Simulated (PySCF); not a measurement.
# Where the electron goes

Compound: C2H9PSi2.
Z-matrix (Å and degrees, GFN2-xTB geometry), rows numbered from 1:
```
C 
C   1  1.5282
Si  2  1.9155  1  111.20
P   3  2.2446  2  103.23  1    39.17
Si  1  1.9167  2  110.71  3   -47.38
H   1  1.0910  2  110.19  3  -170.45
H   1  1.0927  2  109.21  3    72.88
H   2  1.0925  1  108.97  3   119.48
H   2  1.0910  1  110.39  3  -123.88
H   3  1.4636  2  111.27  1   156.61
H   3  1.4670  2  110.63  1   -81.00
H   4  1.3798  3   95.70  2  -110.40
H   5  1.4666  1  110.81  2   -82.39
H   5  1.4641  1  111.00  2   154.54
```

Level of theory: PySCF, TDDFT B3LYP/def2-SVPD, vertical, gas phase, core orbitals frozen in the response.

Kohn–Sham orbitals with the atoms that hold most of them (Löwdin shares over 4%, at most four atoms; ? is withheld):

| orbital | ε (eV) | atoms |
| --- | --- | --- |
| HOMO-3 | -8.84 | C2 19%, C1 18%, Si3 13%, Si5 10% |
| HOMO-2 | -8.22 | P4 20%, Si5 19%, Si3 17%, C2 9% |
| HOMO-1 | -8.09 | P4 22%, C2 18%, Si3 16%, C1 14% |
| HOMO | -6.86 | ? |
| LUMO | ? | ? |
| LUMO+1 | 0.18 | P4 19%, Si5 19%, Si3 17%, H12 12% |
| LUMO+2 | 0.26 | P4 23%, Si5 22%, Si3 17%, H11 6% |

Problem. Which atoms hold the LUMO, and with what shares?

Solution. P4 (bonded to 2 Si and H) 22%; Si3 (bonded to C, P and 2 H) 20%; Si5 (bonded to C, P and 2 H) 18%; H11 (bonded to Si) 6%. By element: silicon 38%, phosphorus 22%, hydrogen 6% or more.

Problem. Give the leading atoms of the HOMO.

Solution. P4 (bonded to 2 Si and H) 62%; Si3 (bonded to C, P and 2 H) 9%; Si5 (bonded to C, P and 2 H) 9%; H12 (bonded to P) 6%. By element: phosphorus 62%, silicon 18%, hydrogen 6% or more.

Problem. What is the LUMO energy, and the HOMO–LUMO gap?

Solution. ε(LUMO) = -0.57 eV; the gap is 6.28 eV (0.2309 hartree).

Problem. How does S1 compare with the orbital gap of 6.28 eV?

Solution. S1 is at 5.26 eV (f = 0.0026), 1.02 eV below the gap, made of HOMO→LUMO (98%). Without the coupling terms of the response equations the lowest excitation would equal the gap.

Problem. One configuration dominates each of S1 and S2. Which, and how do the shares of the two leading atoms of either orbital change from the occupied to the empty one?

Solution. 
- S1 (5.26 eV, f 0.0026), HOMO→LUMO (98%): P4 62% → 22%, Si3 9% → 20%
- S2 (6.08 eV, f 0.031), HOMO→LUMO+1 (92%): P4 62% → 19%, Si3 9% → 17%, Si5 9% → 19%

Löwdin shares depend on the basis, the more so with diffuse functions.

One conformer stands for the species.
